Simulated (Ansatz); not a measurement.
Input and output for `C[NH][AlH][SH]`.

```yaml
crystal:
  periodic: [false, false, false]
  atoms:
    - {symbol: C, position_ang: [-0.906994, 1.038946, 0.087443]}
    - {symbol: N, position_ang: [0.247205, 0.419574, 0.698496]}
    - {symbol: Al, position_ang: [1.180954, -1.007911, 0.243002]}
    - {symbol: S, position_ang: [0.667949, -2.182696, -1.531416]}
    - {symbol: H, position_ang: [-0.704613, 2.064253, -0.243822]}
    - {symbol: H, position_ang: [-1.769770, 1.069575, 0.763023]}
    - {symbol: H, position_ang: [-1.215387, 0.474352, -0.795523]}
    - {symbol: H, position_ang: [0.544365, 0.917131, 1.525685]}
    - {symbol: H, position_ang: [2.407520, -1.445776, 1.130415]}
    - {symbol: H, position_ang: [-0.368128, -1.398449, -1.874302]}
basis:
  gaussian: {orbitals: cc-pVTZ, point_charges: [{charge: -1.00, position_ang: [5.164, -0.578, 0.759]}]}
hamiltonian: {xc: {name: revPBE0}}
accuracy: high
scf: {lower_state_search: full}
```

```sh
$ ansatz run in.yaml --threads 2 --pin off --events-out ev --progress --plain --max-ram 4352MiB
```

Shortened log:

```
Functional definition: revPBE0
3794 factors; integrals over basis functions are off by at most 5.2e-9 eV
mean field evaluation 1: about -20048.7308 eV, gradient 6.0e1 eV
mean field evaluation 2: about -20048.8713 eV, gradient 6.0e1 eV
mean field evaluation 4: about -20056.0590 eV, gradient 1.4e1 eV
mean field evaluation 8: about -20056.5257 eV, gradient 9.5e-1 eV
mean field evaluation 16: about -20056.5278 eV, gradient 2.8e-4 eV
mean field -20056.52778344 eV, -737.0638012388 hartree, gradient 2.1e-8 eV, S^2 0.000000; 0 other end points of the search recorded, 0 dependent functions left out
reference -20056.52778728 eV, -737.0638013798 hartree; 24, 24 occupied and 188, 188 virtual orbitals, 3794 factors
Total energy: -20056.52778728 eV, -737.0638013798 hartree
```

It took 39 s on 2 threads of an Arm Neoverse N1 on a shared host, with 1.3 GiB of host memory at the peak.
